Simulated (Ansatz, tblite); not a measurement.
Forces on Cu₂Au at its PBE0-D4/def2-TZVP geometry. The state is a doublet with charge 0.

In the def2 sets Au takes a core potential; there is no spin–orbit coupling. The xTB rows come from tblite. The structure comes from a short search, and lower isomers may exist.

GFN1-xTB (tblite), largest force 0.74 eV/Å:

```xyz
3
positions Å, forces eV/Å
Au    1.365   -0.271    0.564   -0.332    0.066   -0.137
Cu   -0.196    0.578   -1.246   -0.133   -0.305    0.661
Cu   -1.169   -0.306    0.682    0.465    0.239   -0.524
```

GFN2-xTB (tblite), largest force 0.91 eV/Å:

```
Au 0.649 -0.129 0.268
Cu -0.671 -0.251 0.554
Cu 0.023 0.380 -0.822
```

PBE-D4/def2-TZVP (Ansatz), largest force 0.12 eV/Å:

```
Au -0.040 0.008 -0.017
Cu -0.027 -0.047 0.102
Cu 0.067 0.039 -0.086
```
